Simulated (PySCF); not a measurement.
## Vibration and rotation of CrCl

BHandHLYP constants of CrCl, ⁶Σ⁺ (sextet), unpaired electrons σ ↑, π ↑↑, δ ↑↑ (PySCF, no relativity, basis sets Cr def2-TZVPP, Cl def2-TZVPP; masses 51.9405 and 34.9689 u):

```
ωe                      : 375.4 cm⁻¹
ωexe                    : 1.64 cm⁻¹
Be                      : 0.16139 cm⁻¹
αe                      : 0.000993 cm⁻¹
D (centrifugal)         : 1.19e-07 cm⁻¹
De to Cr (3d5 4s1) + Cl : 3.68 eV
```

(1) Give the vibrational terms G(v) and spacings up to v = 6.

(2) How well does the Morse estimate ωe²/(4ωexe) reproduce De, and what is D0?

The metal atom is held in its measured ground configuration; semilocal functionals can put another filling of s and d lower by some tenths of an eV, and De to that atom would be smaller. With d or f electrons several states lie close, and the lowest PBE0 determinant need not be the measured ground state.

Answers

(1) G(v) = ωe(v+½) − ωexe(v+½)².

```
v  G(v) (cm⁻¹)  G(v) − G(v−1)  Bv (cm⁻¹)
0        187.3                    0.1609
1        559.4          372.1     0.1599
2        928.2          368.8     0.1589
3       1293.8          365.6     0.1579
4       1656.1          362.3     0.1569
5       2015.1          359.0     0.1559
6       2370.8          355.7     0.1549
```

(2) It gives 2.66 eV, 72 % of the computed De. D0 = De − G(0) = 3.68 − 0.02 = 3.66 eV.
